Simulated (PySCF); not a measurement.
# Fractional electron number in Ir⁺ (iridium, charge +1)

The 6s alpha orbital of [Xe] 4f14 5d7 6s1 is emptied in steps (occupation f), with all orbitals relaxed, ending at [Xe] 4f14 5d7. All numbers are calculated (PySCF 2.14, a scalar-relativistic core potential, in def2-TZVP with the def2 core potential (60 electrons)). The exact energy is a straight line in f; departures are measured from the line between the end points of the same method.

```tsv
f	UHF (eV)
1	0.000
0.9	0.026
0.7	0.059
0.5	0.068
0.3	0.056
0.1	0.024
0	0.000
```

```csv
method,E(f=0) − E(f=1) (eV),−ε at f=1 (eV),−ε at f=0.5 (eV)
UHF,16.334,16.621,16.327
```

Orbital energy along the path (eV):

```json
{"f": "1", "UHF": "-16.621"}
{"f": "0.9", "UHF": "-16.559"}
{"f": "0.7", "UHF": "-16.440"}
{"f": "0.5", "UHF": "-16.327"}
{"f": "0.3", "UHF": "-16.221"}
{"f": "0.1", "UHF": "-16.121"}
{"f": "0", "UHF": "-16.073"}
```

Reference removal energy between the ground levels: 17 ± 0.3 eV (semi-empirical (NIST evaluation); NIST Atomic Spectra Database, ionization energies). The calculation has no spin-orbit coupling. UHF lacks correlation.
